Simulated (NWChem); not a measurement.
SiCl₂F₂; SMILES F[Si](F)(Cl)Cl

Results from NWChem. STO-3G and 3-21G are far too small for this property and stand as cheap habits. Structure relaxed at the PBE0/def2-SVP level. Field at 589 nm.

For level B3LYP/aug-cc-pVDZ:

```
Property                          Result
--------------------------------  ------
isotropic polarisability (bohr³)    50.1
anisotropy (bohr³)                  15.2
```

Question: Estimate the same quantities for level B3LYP/STO-3G.

Answer: 
* **isotropic polarisability (bohr³)**: 17.9
* **anisotropy (bohr³)**: 13.7
